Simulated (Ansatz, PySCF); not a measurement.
Molecule: C4H5FO, charge 0, multiplicity 1. 
Structure (B3LYP-D3(BJ)/def2-TZVP (Ansatz, a first-principles code) minimum search):
SMILES: CC1=C(F)CO1
```xyz
11

C     -2.0464    -0.1864    -0.1412
C     -0.5756    -0.1932    -0.1377
C      0.4857     0.4624     0.3244
F      0.6972     1.5424     1.0767
C      1.4049    -0.5106    -0.3471
O      0.1772    -1.1784    -0.8186
H     -2.4170     0.6557     0.4423
H     -2.4295    -0.1035    -1.1613
H     -2.4377    -1.1118     0.2884
H      1.9942    -0.1499    -1.1898
H      1.9858    -1.1782     0.2888
```
Charge 0, spin multiplicity 1.

Total electronic energies in hartree. Valence correlation only, unless marked. Spin-orbit coupling is left out. Non-relativistic. Basis-set limits of correlation are two-point, X^-3; Hartree-Fock from the larger set. [CCSD(T)-MP2]/basis is that difference in the basis named.

```tsv
level	program	energy (Eh)
HF-D4/def2-TZVPD	PySCF + dftd4	-328.75852
BLYP-D4/def2-TZVPD	Ansatz + dftd4	-330.48750
revPBE-D3(BJ)/def2-TZVPD	Ansatz + dftd3	-330.48019
r2SCANh/def2-TZVPD	Ansatz	-330.36719
M06-2X/def2-TZVPD	PySCF	-330.42291
HSE06-D4/def2-TZVPD	Ansatz + dftd4	-330.18633
CAM-B3LYP-D4/def2-TZVPD	Ansatz + dftd4	-330.42956
CAM-B3LYP/def2-TZVPD	Ansatz	-330.42348
wB97X-V/def2-TZVPD	Ansatz	-330.45477
MP2/STO-3G	Ansatz	-324.62246
MP2/cc-pVDZ	Ansatz	-329.51944
SCS-MP2/cc-pVDZ	Ansatz	-329.49747
CCSD(T)/cc-pwCVTZ	Ansatz	-329.94572
RI-MP2/CBS(cc-pVTZ,cc-pVQZ)+[CCSD(T)-MP2]/cc-pVDZ	Ansatz	-330.0879
RI-MP2/CBS(cc-pVTZ,cc-pVQZ)+[CCSD(T)-MP2]/cc-pVTZ	Ansatz	-330.0914
```

Totals of different functionals don't rank their quality; only differences between species are comparable.
